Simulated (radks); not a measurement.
Values are calculated unless marked as measured or tabulated.
Orbital eigenvalues (eV) of neutral rhenium, [Xe] 4f14 5d5 6s2, at several levels of relativity; Dirac values are averaged over j with weights 2j + 1. Spin-unpolarised spherical Kohn-Sham, LDA (Slater exchange, Perdew-Wang correlation), point nucleus unless stated (finite: rms radius 5.3698 fm), a radial shooting solver on a logarithmic mesh with Libxc functionals. A level marked "c x" has the speed of light scaled by that factor and shares open shells by 2j + 1; other Dirac levels either fill j = l - 1/2 first or share by 2j + 1.

| shell | non-rel. | scalar-rel. | scalar-rel., finite nucleus | Dirac, 2j+1 shares, finite nucleus | change of magnitude, last against first (%) |
|---|---|---|---|---|---|
| 2p | -10367 | -10839 | -10840 | -10899 | +5.13 |
| 3s | -2480.3 | -2874.2 | -2873.2 | -2866.8 | +15.58 |
| 3p | -2275.8 | -2409.2 | -2409.3 | -2422.0 | +6.42 |
| 3d | -1893.3 | -1881.4 | -1881.4 | -1877.0 | -0.86 |
| 4s | -502.16 | -599.13 | -598.88 | -597.52 | +18.99 |
| 4p | -416.21 | -446.56 | -446.57 | -449.94 | +8.11 |
| 4d | -258.96 | -255.17 | -255.19 | -254.58 | -1.69 |
| 5s | -69.857 | -85.508 | -85.466 | -85.265 | +22.06 |
| 4f | -52.380 | -42.594 | -42.601 | -42.446 | -18.97 |
| 5p | -44.384 | -47.212 | -47.216 | -47.834 | +7.77 |
| 5d | -7.0355 | -5.5705 | -5.5731 | -5.5885 | -20.57 |
| 6s | -5.0858 | -6.1545 | -6.1515 | -6.1554 | +21.03 |
